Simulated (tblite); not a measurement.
Level: GFN2-xTB in tblite, geometry and Hessian alike; calculated harmonic values, unscaled, isolated species. Against measured fundamentals such values can be off by several per cent, at times by over 20. Modes of hydrogen on phosphorus can be 10 to 20 % off. One conformer each. Thermal functions are those of the rigid rotor and harmonic oscillator, without mixing of conformers.

Question: Order these by their heat capacity Cp at 200 K, highest first (J/(mol K)).
A. `FC(F)([C@H]1CO[C@H](OC1)F)F`
B. `C1C=CC(C=1)=C`
C. `CCCP(CO)C1CC1`
D. `CO[C@@H]1CCCCP1C`
E. `CC[C@@H]1CC[C@H](C)[P@H]1=O`

Answer: C (140.4), D (128.6), E (126.1), A (114.7), B (61.0).

```csv
SMILES,atoms,mass (u),symmetry number,modes under 300 cm⁻¹,ZPE (kJ/mol),S translation (J/(mol K)),S rotation,S vibration,S,Cp
CCCP(CO)C1CC1,24,146.09,1,11,539.1,162.7,121.3,113.0,397.1,140.4
CO[C@@H]1CCCCP1C,24,146.09,1,8,544.6,162.7,118.1,78.4,359.2,128.6
CC[C@@H]1CC[C@H](C)[P@H]1=O,24,146.09,1,9,546.0,162.7,118.4,79.3,360.4,126.1
FC(F)(F)[C@H]1CO[C@@H](F)OC1,17,174.03,1,6,300.1,164.9,121.1,67.9,353.8,114.7
C=C1C=CC=C1,12,78.05,2,1,250.2,154.9,96.9,13.5,265.3,61.0
```

Entropies and Cp are for 200 K and 1 bar.
